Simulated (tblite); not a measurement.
Record of a relaxation.

Species: C4H10B2Cl2O2.
Bonds: C1–O2, O2–C3, C3–C4, C3–B5, B5–B6, B6–Cl7, B6–Cl8, C3–O9, O9–C10. Hydrogens: H11, H12, H13 on C1; H14, H15, H16 on C4; H17 on B5; H18, H19, H20 on C10.

Computed with GFN2-xTB (tblite), gas phase: L-BFGS steps from a force-field or distance-geometry start until the largest atomic force falls under 0.01 eV/Å. 8 of its 131 geometries are shown.

Step 0: E = -907.8436 eV, largest atomic force 1.931 eV/Å
```
atom  x, y, z in Å  |  force x, y, z in eV/Å
C1     -0.719    2.315    0.085   -0.769   0.973   0.029
O2     -0.191    1.230    0.796   -0.100  -0.346  -0.479
C3      0.264    0.161   -0.037    0.317  -0.196   0.536
C4      1.335    0.661   -1.040    0.681  -0.253  -0.236
B5      0.964   -0.941    0.917    0.083  -0.037   0.366
B6      1.378   -2.466    0.380    0.225  -1.352  -0.582
Cl7     1.015   -3.020   -1.341    0.526   0.251   1.841
Cl8     2.139   -3.650    1.577   -0.759   0.951  -1.442
O9     -0.811   -0.415   -0.787   -0.512   0.338   0.325
C10    -1.929   -0.772    0.023   -0.289  -0.227  -0.183
H11     0.082    2.995   -0.249   -0.234  -0.145  -0.048
H12    -1.387    2.894    0.769    0.524  -0.461  -0.268
H13    -1.352    2.009   -0.774    0.453   0.023   0.289
H14     1.801   -0.196   -1.584   -0.433   0.659   0.520
H15     2.132    1.218   -0.494   -0.653  -0.486  -0.353
H16     0.890    1.324   -1.787    0.003  -0.160   0.176
H17     1.122   -0.689    2.058   -0.046   0.202  -0.279
H18    -2.711   -1.201   -0.639    0.612   0.312   0.166
H19    -2.371    0.110    0.537    0.384  -0.513  -0.165
H20    -1.656   -1.555    0.764   -0.012   0.468  -0.211
```

Step 19: E = -908.2999 eV, largest atomic force 0.149 eV/Å
```
atom  x, y, z in Å  |  force x, y, z in eV/Å
C1     -0.730    2.371    0.096   -0.062   0.095  -0.045
O2     -0.189    1.275    0.805   -0.027  -0.019  -0.012
C3      0.230    0.173    0.014    0.015  -0.084   0.033
C4      1.319    0.593   -1.003    0.019   0.020  -0.033
B5      0.938   -0.926    0.942    0.121  -0.035   0.080
B6      1.317   -2.489    0.406   -0.016   0.082  -0.010
Cl7     1.088   -3.003   -1.221   -0.008  -0.049  -0.069
Cl8     2.061   -3.667    1.439   -0.098   0.069   0.013
O9     -0.846   -0.296   -0.787   -0.023   0.019  -0.014
C10    -1.915   -0.795   -0.022   -0.016  -0.023  -0.005
H11     0.048    3.052   -0.258    0.120   0.007  -0.012
H12    -1.375    2.913    0.784   -0.016  -0.025   0.111
H13    -1.325    2.038   -0.755   -0.040  -0.045  -0.069
H14     1.718   -0.280   -1.510   -0.003   0.035   0.020
H15     2.119    1.140   -0.512   -0.026  -0.041   0.047
H16     0.838    1.228   -1.740    0.051   0.046  -0.086
H17     1.277   -0.537    1.989    0.076   0.041   0.005
H18    -2.640   -1.205   -0.721    0.013  -0.006  -0.020
H19    -2.381    0.000    0.569   -0.024  -0.030   0.039
H20    -1.557   -1.576    0.660   -0.057  -0.056   0.028
```

Step 37: E = -908.3929 eV, largest atomic force 0.152 eV/Å
```
atom  x, y, z in Å  |  force x, y, z in eV/Å
C1     -0.738    2.425    0.110   -0.052   0.036   0.016
O2     -0.248    1.306    0.826    0.038  -0.080   0.000
C3      0.174    0.200    0.063    0.030  -0.126  -0.004
C4      1.314    0.564   -0.940    0.082   0.063  -0.055
B5      1.104   -0.810    0.854   -0.066  -0.113  -0.046
B6      1.280   -2.416    0.407   -0.114   0.044   0.026
Cl7     1.104   -2.971   -1.224    0.066  -0.015  -0.020
Cl8     1.633   -3.658    1.558   -0.060   0.013   0.044
O9     -0.876   -0.301   -0.746    0.013   0.048  -0.018
C10    -1.930   -0.919   -0.049   -0.007  -0.019   0.023
H11     0.074    3.075   -0.234    0.052  -0.082  -0.042
H12    -1.349    2.989    0.813   -0.057  -0.022   0.018
H13    -1.349    2.112   -0.739   -0.005   0.008  -0.019
H14     1.690   -0.322   -1.445   -0.089   0.059  -0.023
H15     2.133    1.068   -0.439   -0.028   0.079   0.034
H16     0.880    1.224   -1.685   -0.003   0.017  -0.069
H17     1.732   -0.293    1.685    0.116   0.013   0.097
H18    -2.638   -1.256   -0.806    0.014   0.061   0.021
H19    -2.417   -0.225    0.641   -0.040   0.065   0.005
H20    -1.579   -1.782    0.527    0.111  -0.049   0.012
```

Step 56: E = -908.4903 eV, largest atomic force 0.188 eV/Å
```
atom  x, y, z in Å  |  force x, y, z in eV/Å
C1     -0.765    2.370    0.165   -0.038   0.061  -0.039
O2     -0.215    1.263    0.854    0.085  -0.063  -0.155
C3      0.254    0.228    0.013    0.070  -0.163   0.001
C4      1.281    0.734   -1.033    0.113  -0.055  -0.057
B5      1.164   -0.848    0.793   -0.020  -0.037  -0.098
B6      1.103   -2.487    0.499    0.003   0.030   0.001
Cl7     1.508   -3.107   -1.071   -0.015   0.012   0.101
Cl8     0.724   -3.681    1.707    0.009   0.123  -0.110
O9     -0.811   -0.306   -0.765    0.034   0.017   0.161
C10    -1.815   -0.950   -0.020   -0.066  -0.022  -0.021
H11     0.011    3.029   -0.233    0.083   0.021   0.070
H12    -1.362    2.919    0.889   -0.048  -0.004   0.038
H13    -1.393    2.040   -0.666   -0.101  -0.013   0.031
H14     1.737   -0.112   -1.537    0.011  -0.082  -0.011
H15     2.058    1.319   -0.552   -0.047   0.060   0.030
H16     0.771    1.330   -1.784   -0.053   0.001   0.028
H17     2.000   -0.360    1.443   -0.015   0.031   0.096
H18    -2.569   -1.249   -0.743   -0.086   0.019   0.003
H19    -2.251   -0.275    0.726    0.014  -0.060  -0.030
H20    -1.435   -1.847    0.491    0.065   0.125  -0.038
```

Step 74: E = -908.5178 eV, largest atomic force 0.039 eV/Å
```
atom  x, y, z in Å  |  force x, y, z in eV/Å
C1     -0.769    2.366    0.191    0.003  -0.013  -0.006
O2     -0.162    1.260    0.835   -0.005  -0.016  -0.015
C3      0.272    0.214   -0.012    0.002   0.002  -0.015
C4      1.299    0.700   -1.071   -0.017   0.010   0.000
B5      1.179   -0.839    0.781   -0.021  -0.002  -0.033
B6      1.135   -2.463    0.465    0.009  -0.024   0.007
Cl7     1.611   -3.141   -1.052    0.017  -0.007   0.009
Cl8     0.600   -3.600    1.665    0.008  -0.009  -0.012
O9     -0.814   -0.292   -0.773   -0.002   0.004   0.036
C10    -1.814   -0.936   -0.021   -0.008  -0.001   0.012
H11    -0.018    3.059   -0.200    0.011   0.005   0.001
H12    -1.363    2.868    0.952   -0.001   0.016   0.005
H13    -1.419    2.037   -0.624   -0.023   0.004  -0.008
H14     1.786   -0.150   -1.541    0.002   0.002   0.019
H15     2.040    1.341   -0.605    0.006  -0.002   0.007
H16     0.760    1.250   -1.839   -0.003  -0.004  -0.010
H17     1.913   -0.336    1.537    0.027   0.010   0.021
H18    -2.585   -1.233   -0.729    0.000   0.015  -0.004
H19    -2.240   -0.269    0.735    0.005   0.010  -0.004
H20    -1.414   -1.824    0.483   -0.010   0.000  -0.011
```

Step 93: E = -908.5226 eV, largest atomic force 0.027 eV/Å
```
atom  x, y, z in Å  |  force x, y, z in eV/Å
C1     -0.774    2.365    0.200    0.012  -0.013   0.000
O2     -0.169    1.250    0.831    0.011  -0.001   0.000
C3      0.260    0.206   -0.020    0.000   0.007  -0.007
C4      1.292    0.689   -1.077   -0.008   0.003   0.003
B5      1.172   -0.852    0.763   -0.023   0.006  -0.008
B6      1.173   -2.478    0.456    0.012  -0.011   0.011
Cl7     1.805   -3.171   -0.997   -0.003   0.011  -0.003
Cl8     0.578   -3.612    1.629   -0.006  -0.002  -0.012
O9     -0.830   -0.292   -0.780   -0.005  -0.004   0.026
C10    -1.843   -0.907   -0.020   -0.010  -0.007   0.008
H11    -0.022    3.043   -0.216    0.012  -0.007  -0.009
H12    -1.332    2.882    0.978   -0.001   0.008   0.004
H13    -1.458    2.052   -0.593    0.002  -0.016  -0.006
H14     1.823   -0.160   -1.500    0.003   0.001  -0.008
H15     2.000    1.371   -0.618   -0.001   0.009   0.005
H16     0.752    1.188   -1.878    0.001  -0.001   0.002
H17     1.903   -0.352    1.525    0.005   0.016   0.009
H18    -2.640   -1.153   -0.718   -0.007   0.001  -0.007
H19    -2.223   -0.235    0.756    0.004  -0.005  -0.002
H20    -1.474   -1.822    0.458    0.003   0.004  -0.006
```

Step 111: E = -908.5241 eV, largest atomic force 0.022 eV/Å
```
atom  x, y, z in Å  |  force x, y, z in eV/Å
C1     -0.763    2.363    0.192    0.009  -0.003  -0.004
O2     -0.168    1.250    0.835   -0.011  -0.001  -0.013
C3      0.256    0.202   -0.013    0.007   0.010  -0.010
C4      1.285    0.682   -1.075   -0.002   0.004  -0.003
B5      1.167   -0.851    0.778   -0.018   0.002   0.000
B6      1.189   -2.475    0.456    0.001  -0.012   0.000
Cl7     1.864   -3.132   -0.995    0.000   0.010   0.003
Cl8     0.574   -3.639    1.587   -0.002   0.011  -0.011
O9     -0.837   -0.293   -0.771    0.003  -0.010   0.019
C10    -1.855   -0.905   -0.014    0.002  -0.008   0.011
H11    -0.004    3.019   -0.246   -0.002   0.012   0.000
H12    -1.304    2.904    0.966    0.002   0.005   0.000
H13    -1.459    2.045   -0.588   -0.003  -0.004   0.003
H14     1.827   -0.163   -1.487    0.004  -0.004   0.000
H15     1.982    1.382   -0.626    0.002  -0.007   0.015
H16     0.739    1.164   -1.883   -0.003  -0.006   0.005
H17     1.881   -0.343    1.551    0.003  -0.005  -0.005
H18    -2.659   -1.124   -0.714   -0.006   0.002   0.011
H19    -2.220   -0.241    0.776    0.002   0.002  -0.013
H20    -1.501   -1.835    0.446    0.013   0.001  -0.008
```

Step 130: E = -908.5249 eV, largest atomic force 0.009 eV/Å
```
atom  x, y, z in Å  |  force x, y, z in eV/Å
C1     -0.759    2.372    0.177   -0.002   0.000  -0.001
O2     -0.173    1.258    0.829   -0.004   0.001  -0.004
C3      0.248    0.202   -0.011    0.005   0.006   0.000
C4      1.284    0.673   -1.070    0.002   0.001   0.001
B5      1.151   -0.850    0.790    0.007   0.004   0.005
B6      1.192   -2.470    0.448   -0.002  -0.007  -0.002
Cl7     1.917   -3.088   -0.997    0.003   0.001  -0.001
Cl8     0.555   -3.663    1.533   -0.001   0.003  -0.001
O9     -0.845   -0.296   -0.765   -0.003   0.003   0.006
C10    -1.856   -0.910    0.000   -0.003   0.000   0.002
H11     0.003    3.014   -0.275   -0.001  -0.004  -0.001
H12    -1.284    2.929    0.951   -0.002   0.000   0.003
H13    -1.468    2.054   -0.591    0.002  -0.003  -0.003
H14     1.829   -0.175   -1.473    0.000  -0.002  -0.002
H15     1.978    1.373   -0.618    0.007  -0.001   0.001
H16     0.744    1.150   -1.884   -0.003  -0.001   0.003
H17     1.855   -0.344    1.573   -0.002  -0.004  -0.003
H18    -2.673   -1.118   -0.688   -0.004  -0.001  -0.004
H19    -2.204   -0.251    0.801   -0.001  -0.001   0.001
H20    -1.499   -1.847    0.444    0.002   0.003   0.002
```

Problem. Summarise the path.

Solution. The energy falls by 15.71 kcal/mol from step 0 to step 130; nine tenths of that is first reached at step 51. It falls at every step. The largest force goes from 1.931 to 0.009 eV/Å. Among the bonds B6–Cl8 changes most (a near tie, within 0.001 Å, with another), from 1.848 to 1.734 Å; the atoms move by 0.509 Å rms after alignment.

Problem. Follow the three bonds and two angles with the largest change from start to end.

Solution. 
| step | E above end (kcal/mol) | largest force (eV/Å) | B6–Cl8 (Å) | B6–Cl7 (Å) | C4–H15 (Å) | C4–C3–B5 (°) | B5–C3–O9 (°) |
| --- | --- | --- | --- | --- | --- | --- | --- |
| 0 | 15.71 | 1.931 | 1.848 | 1.844 | 1.116 | 107.6 | 111.1 |
| 6 | 6.22 | 0.198 | 1.726 | 1.718 | 1.088 | 107.8 | 113.0 |
| 11 | 5.76 | 0.156 | 1.732 | 1.723 | 1.088 | 107.5 | 113.6 |
| 17 | 5.34 | 0.153 | 1.733 | 1.728 | 1.084 | 106.0 | 115.3 |
| 23 | 4.79 | 0.181 | 1.730 | 1.726 | 1.087 | 102.7 | 117.5 |
| 28 | 4.11 | 0.198 | 1.729 | 1.728 | 1.084 | 98.3 | 118.6 |
| 34 | 3.30 | 0.139 | 1.728 | 1.740 | 1.084 | 92.8 | 120.2 |
| 40 | 2.66 | 0.230 | 1.741 | 1.722 | 1.087 | 93.4 | 119.0 |
| 45 | 2.14 | 0.140 | 1.726 | 1.733 | 1.086 | 94.2 | 119.1 |
| 51 | 1.55 | 0.149 | 1.738 | 1.731 | 1.085 | 97.0 | 117.7 |
| 57 | 0.75 | 0.378 | 1.714 | 1.724 | 1.084 | 100.1 | 115.9 |
| 62 | 0.36 | 0.087 | 1.734 | 1.733 | 1.087 | 100.6 | 116.5 |
| 68 | 0.23 | 0.051 | 1.738 | 1.727 | 1.085 | 100.5 | 117.3 |
| 73 | 0.17 | 0.036 | 1.737 | 1.730 | 1.085 | 99.6 | 117.7 |
| 79 | 0.15 | 0.036 | 1.736 | 1.729 | 1.085 | 99.7 | 117.5 |
| 85 | 0.10 | 0.049 | 1.738 | 1.728 | 1.085 | 99.6 | 117.8 |
| 90 | 0.06 | 0.034 | 1.736 | 1.729 | 1.085 | 99.1 | 117.7 |
| 96 | 0.05 | 0.024 | 1.735 | 1.729 | 1.085 | 99.2 | 117.9 |
| 102 | 0.04 | 0.015 | 1.735 | 1.729 | 1.085 | 99.4 | 118.1 |
| 107 | 0.03 | 0.019 | 1.735 | 1.730 | 1.085 | 99.4 | 118.1 |
| 113 | 0.02 | 0.019 | 1.735 | 1.730 | 1.085 | 99.6 | 118.1 |
| 119 | 0.01 | 0.015 | 1.734 | 1.730 | 1.085 | 99.5 | 118.1 |
| 124 | 0.01 | 0.018 | 1.733 | 1.730 | 1.085 | 99.6 | 118.0 |
| 130 | 0.00 | 0.009 | 1.734 | 1.731 | 1.085 | 99.5 | 118.0 |

The cost below is that of the whole relaxation. The run took 1.2 s on Arm Neoverse V2, one thread (shared host).
